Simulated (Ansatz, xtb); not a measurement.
C5H4BrNS: which of two isomers lies lower

Structure a: `C=Cc1scnc1Br`, a singlet. Structure b: `C=Cc1csc(Br)n1`, a singlet. Both are isolated molecules in the gas phase, relaxed with PBE-D3(BJ)/def2-SVP; the shapes shown needn't be the lowest conformers.

a (Å):

```
atom    x (Å)    y (Å)    z (Å)
   C  -2.4707   0.1238   1.1939
   C  -1.1319   0.2965   1.2732
   C  -0.1116  -0.5771   0.7301
   C   1.2604  -2.3174  -0.3383
   C   1.2796  -0.4381   0.7838
  Br   2.1460   1.0124   1.6317
   N   2.0337  -1.4022   0.1919
   S  -0.4554  -2.0553  -0.1454
   H  -2.9168  -0.7441   0.6810
   H  -3.1615   0.8519   1.6430
   H  -0.7248   1.1792   1.7953
   H   1.6310  -3.2031  -0.8752
```

b (Å):

```xyz
12

C    -1.6361   -0.7170    0.7964
C    -0.7937   -0.6943   -0.2577
C     0.4360   -1.4799   -0.3415
C     1.3153   -1.4679   -1.4192
C     1.9272   -2.9218    0.4252
Br    2.7860   -4.1470    1.5673
N     0.8134   -2.3197    0.6951
S     2.6506   -2.5325   -1.1338
H    -1.4187   -1.3541    1.6675
H    -2.5501   -0.1055    0.8098
H    -1.0100   -0.0564   -1.1307
H     1.2364   -0.8907   -2.3485
```

Energies in hartree; the thermal terms are from GFN2-xTB frequencies at re-optimised GFN2-xTB minima (ideal gas, soft modes damped towards free rotors, one conformer each, 298.15 K, 1 atm) and include the zero-point energy:

```
                               a            b
E, CCSD(T)/def2-SVP  −3216.652808  −3216.652632
    E, MP2/def2-SVP  −3216.566884  −3216.565468
  E, MP2/def2-TZVPP  −3217.560078  −3217.558786
  zero-point energy      0.075733      0.075677
       H(298 K) − E      0.084553      0.084530
       G(298 K) − E      0.041636      0.041470
```

Question: Correct the CCSD(T) difference for the basis set by the MP2 change, then work out ΔE, ΔE₀, ΔH and ΔG for a → b in kJ/mol (1 Eh = 2625.50 kJ/mol) and the equilibrium ratio [b]/[a].

Answer: 1. Differences b − a: CCSD(T) +0.000176, MP2 in the small set +0.001416, MP2 in the large set +0.001292 Eh.
2. ΔE = +0.000176 + (+0.001292 − (+0.001416)) = +0.000052 Eh = +0.14 kJ/mol.
3. ΔE₀ = ΔE + ΔZPE = +0.000052 + (−0.000056) Eh = −0.01 kJ/mol.
4. ΔH = ΔE + (−0.000023) Eh = +0.08 kJ/mol.
5. ΔG = ΔE + (−0.000166) Eh = −0.30 kJ/mol, so ΔS = (ΔH − ΔG)/T = +1.3 J/(mol K).
6. kT = 0.9442 mEh, so K = [b]/[a] = exp(−ΔG/kT) = exp(+0.12) ≈ 1.1.

The two are too close for this level to say which is favoured. An error of 4 kJ/mol in ΔG would change K by a factor of 5. Mirror images and further conformers aren't counted.

As drawn, both hold the same kinds of bond in the same numbers.

Other levels gave ΔE = +11.8 (GFN2-xTB); −3.7 (HF/STO-3G, GFN2-xTB geometries); +0.8 (r2SCAN-D4/def2-SVP, GFN2-xTB geometries); +1.6 (PBE-D3(BJ)/def2-SVP); −4.9 (HF/def2-SVP); +3.7 (MP2/def2-SVP); +0.5 (CCSD(T)/def2-SVP) kJ/mol. The correlated steps freeze 20 core orbitals; the filled d shell of Br is correlated, in a basis made for valence electrons. Programs: Ansatz 0.2.0, xtb 6.7.1.
